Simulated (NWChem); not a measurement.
MgHSeBr; SMILES [SeH][Mg][Br]

```xyz
4

Mg     0.0011    -0.0313     0.0000
Br     0.0118    -2.3916     0.0000
Se     0.0304     2.4030     0.0000
H     -1.4581     2.3822     0.0000
```
Atoms are numbered in this order, from 1.

All runs: NWChem. Coordinates come from a PBE-D3(BJ)/def2-SVP optimisation.

Task: Predict the results for MPW1K/def2-TZVP. Quantities: highest occupied level (eV); orbital gap (eV); dipole (D).

Result: 
```json
{
 "highest occupied level (eV)": "-7.93",
 "orbital gap (eV)": "6.64",
 "dipole (D)": "0.85"
}
```
